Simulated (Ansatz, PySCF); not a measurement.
Reaction (SMILES): [F][Ge]([F])([F])[Br] → F atom + [F][Ge]([F])[Br] (the F-Ge bond at the site shown breaks; other sites are not compared here)
Geometries: B3LYP-D3(BJ)/def2-TZVP minima from Ansatz (a program for electronic structure). Frequencies are from Ansatz or PySCF.

Quantity: bond dissociation energy (enthalpy at 298 K, with B3LYP-D3(BJ) rigid-rotor harmonic-oscillator terms), in kcal/mol. Cores are frozen in the correlated levels unless marked. UHF or UKS for open shells. Spin-orbit coupling is left out. The frozen core is the preceding noble-gas configuration, with the filled d and f shells of earlier blocks. No relativistic terms. CBS(X,Y): correlation extrapolated as X^-3; Hartree-Fock from the larger set (for Q and 5 zeta extrapolated as (X+1)exp(-9√X)).

```csv
level,program,bond dissociation energy (kcal/mol),minus last row
HF/aug-cc-pVDZ,Ansatz,85.3,-45.2
HF/aug-cc-pVQZ,Ansatz,90.4,-40.1
PBE-D3(BJ)/def2-TZVPD,Ansatz + dftd3,121.4,-9.1
PBE-D4/def2-TZVPD,Ansatz + dftd4,121.6,-8.9
r2SCAN-D3(BJ)/def2-TZVPD,Ansatz + dftd3,121.6,-8.9
PBE0-D4/def2-TZVPD,Ansatz + dftd4,119.8,-10.7
PBE0/def2-TZVPD,Ansatz,119.2,-11.3
BHLYP/def2-TZVPD,Ansatz,114.4,-16.1
LC-wPBE-D4/def2-TZVPD,Ansatz + dftd4,125.3,-5.2
wB97X-V/def2-TZVPD,Ansatz,125.0,-5.5
B2PLYP/def2-TZVPD,Ansatz,122.6,-7.9
MP2/STO-3G,Ansatz,78.9,-51.6
RI-MP2/cc-pVTZ,Ansatz,133.7,3.2
RI-MP2/cc-pVQZ,Ansatz,136.9,6.4
SCS-MP2/STO-3G,Ansatz,79.9,-50.6
SCS-MP2/aug-cc-pVDZ,Ansatz,123.8,-6.7
SCS-MP2/aug-cc-pVQZ,Ansatz,134.1,3.6
CCSD/6-31G*,Ansatz,121.6,-8.9
"CCSD/CBS(cc-pVQZ,cc-pV5Z)",Ansatz,128.1,-2.4
CCSD(T)/cc-pV5Z,Ansatz,129.7,-0.8
"CCSD(T)/CBS(cc-pVQZ,cc-pV5Z)",Ansatz,130.5,0.0
```
